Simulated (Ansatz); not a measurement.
# Worked example: SiF4 + SiH3(CF3) → Si(SiH3)F3 + CF4

Species: SiF4 (silicon tetrafluoride) `F[Si](F)(F)F`, singlet; SiH3(CF3), singlet; Si(SiH3)F3, singlet; CF4 (tetrafluoromethane) `FC(F)(F)F`, singlet. The partners trade F for SiH3: Si–F and C–SiH3 bonds give way to Si–SiH3 and C–F.

Shapes, held fixed at every level: PBE0-D4/def2-TZVP. Programs: Ansatz 0.2.0. The zero-point and thermal change to 298 K, harmonic and unscaled (PBE0-D4/def2-TZVP), is +0.6 kJ/mol.

At CCSD(T)/CBS estimate; 1 Eh = 2625.50 kJ/mol:

```
   species  energy (Eh)
      SiF4  -688.534523
 SiH3(CF3)  -628.296088
Si(SiH3)F3  -879.543230
       CF4  -437.227218
```

Problem. Work out ΔH(298 K) of the reaction at this level.

Solution. 
1. Products less reactants: (-879.543230) + (-437.227218) − [(-688.534523) + (-628.296088)] = 0.060163 Eh = +158.0 kJ/mol.
2. With the thermal change: +158.0 + (+0.6) = +158.6 kJ/mol.

Other levels give +110.0 (CCSD/def2-SVP) to +160.7 kJ/mol (MP2/def2-TZVPP). No measured value is set beside it here. The CBS estimate extrapolates MP2 from def2-TZVPP and def2-QZVPP and adds CCSD(T) − MP2 in the triple-zeta set, cores frozen. The median of the other levels is +129.1 kJ/mol.
